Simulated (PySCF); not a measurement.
Species: C₄H₆Si.
Cartesian coordinates in Å at the GFN2-xTB level; atoms count from 1:
```xyz
11
C4H6Si angstrom
C      2.9084   -0.3359   -0.2393
C      1.7573   -0.4179    0.0993
Si     0.0056   -0.5511    0.6360
C     -1.0976    0.9439    0.3275
C     -1.3148   -0.2114   -0.6633
H      3.9128   -0.2588   -0.5424
H     -0.2524   -1.4515    1.7464
H     -0.6847    1.8519   -0.0896
H     -1.9224    1.1551    0.9942
H     -1.0332   -0.0130   -1.6880
H     -2.2735   -0.7086   -0.6069
```

Theory: TDDFT CAM-B3LYP/def2-SVPD, vertical, gas phase, core orbitals frozen in the response (PySCF).

Ground-to-excited transition dipoles (e·a0, same axes as the geometry; the sign carries no meaning), for the states with f of 0.002 or more among the lowest 6:

```csv
state,E (eV),μx,μy,μz
S2,5.823,1.026,-0.414,0.258
S5,6.745,0.893,-0.395,0.263
S6,6.858,0.023,0.140,0.119
```

Q: What oscillator strength does each state have?

A: f = (2/3) ΔE |μ|² with ΔE in hartree (27.2114 eV).

```
state  |μ|² (au)  |μ| (D)      f
   S2      1.291     2.89  0.184
   S5      1.022     2.57  0.169
   S6      0.034     0.47  0.006
```

Q: What is the point group, and which symmetry does each of these states have?

A: Cs. The ground state is totally symmetric, so the direction of μ fixes the label. Polarised normal to the mirror plane, so A″: S6. Polarised in the mirror plane, so A′: S2 and S5.

Q: Which bond between heavy atoms lies closest to the direction of the S2 transition dipole?

A: Si3–C5 and Si3–C4, at 31° from it; next C1–C2 and C2–Si3 at 39°.

Q: What angle do the transition dipoles of S2 and S5 make?

A: |cos θ| = |μa·μb| / (|μa| |μb|) = 1.00, so θ ≈ 3° (taken between 0 and 90°, since the signs are arbitrary).

Q: What peak molar absorption coefficient would the strongest computed level give as a lone Gaussian band 0.5 eV wide at half height?

A: ε(max) = 2.175×10⁸ f / FWHM, with the width in cm⁻¹. S2: 2.175×10⁸ × 0.1842 / 4033 ≈ 9900 L mol⁻¹ cm⁻¹.

On an Arm Neoverse V1 with one thread, shared host, this took 15 s of wall time.
